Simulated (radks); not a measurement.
The nitrogen ion N3+, [He] 2s2. Method: non-relativistic Kohn-Sham, LDA (Slater exchange, Perdew-Wang correlation), spin-polarised, spherical densities, point nucleus; computed with a radial shooting solver on a logarithmic mesh with Libxc functionals. Every spin shell is full or empty, so the densities are truly spherical. Functionals are evaluated on that one density, not self-consistently. Rank these exchange functionals by their error against the exact value of the orbitals, and give that value: LDA, PBEsol, revPBE, B86b, G96, EV93, APBE, revTPSS, r2SCAN, MS2, Tao-Mo, TASK.

Answer. Exact: -5.09970 hartree. From best to worst, with 100 (|E| - |E exact|)/|E exact| (equal figures are ties): B86b -0.07, G96 -0.12, revPBE +0.27, revTPSS +0.31, r2SCAN -0.42, MS2 +0.57, APBE +0.63, Tao-Mo +0.68, TASK -2.89, EV93 +4.57, PBEsol -5.23, LDA -12.74.
